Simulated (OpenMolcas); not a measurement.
## Potential curves of CuF⁺: spin-free states

Calculated with OpenMolcas 26.06: state-averaged CASSCF(15,9) over Cu 4s 3d, F 2p, XMS-CASPT2 (IPEA 0.25, imaginary shift 0.2 hartree), scalar X2C, ANO-RCC-VTZP, then RASSI spin–orbit state interaction with atomic mean-field integrals. C2 symmetry about the axis (a holds Σ, Δ, Γ; b holds Π, Φ, H; Σ⁺ and Σ⁻ are not told apart); roots by multiplicity and irrep: 2a 7, 2b 10, 4b 6, 4a 1.

XMS-CASPT2 energies in eV from the lowest point. Curves are followed by energy order within each symmetry, so they are adiabatic and may change character at avoided crossings; Σ⁺ and Σ⁻ are counted together.

| R (Å) | (1)2Σ | (1)2Π | (1)2Δ | (2)2Π | (1)4Π | (3)2Π | (2)2Δ |
| --- | --- | --- | --- | --- | --- | --- | --- |
| 1.520 | 0.396 | 0.687 | 2.023 | 5.690 | 5.206 | 5.849 | 6.070 |
| 1.588 | 0.049 | 0.394 | 1.539 | 4.871 | 4.864 | 5.286 | 5.572 |
| 1.638 | 0.000 | 0.394 | 1.370 | 4.422 | 4.656 | 4.995 | 5.270 |
| 1.689 | 0.085 | 0.479 | 1.339 | 4.098 | 4.483 | 4.752 | 5.022 |
| 1.748 | 0.294 | 0.652 | 1.407 | 3.822 | 4.319 | 4.513 | 4.790 |
| 1.807 | 0.580 | 0.905 | 1.553 | 3.665 | 4.180 | 4.340 | 4.610 |
| 1.892 | 1.060 | 1.341 | 1.849 | 3.582 | 4.052 | 4.168 | 4.422 |

The 7 lowest clean curves are shown; the next is (1)4Σ, from 4.63 eV. Left out for impure symmetry, kinks or missing points, though low: (2)2Σ, (3)2Σ, (1)4Φ, (2)4Π, (4)2Π, (1)2Φ. Only roots inside an energy window near the equilibrium distance were included, so the list of states is not complete; labels number the states computed. Each spin and symmetry block has orbitals of its own, averaged over its own roots, so gaps between blocks are less sure than gaps within one and near the minimum can be off by tenths of an eV, in bad cases by more. No Rydberg orbitals are active, so Rydberg states, and σ→σ* states whose orbital the CASSCF left unused, can be missing between those listed. CASPT2 splits the two components of degenerate states numerically, here by up to 49 cm⁻¹. For d and f metals this valence active space lacks a second d shell: the order of states is not reliable within half an eV or more, and the lowest computed state need not be the true ground state. The CASPT2 reference weights are uneven, so some states carry less reliable energies. Points that failed a check (symmetry, reference weights, a jump) are left out.
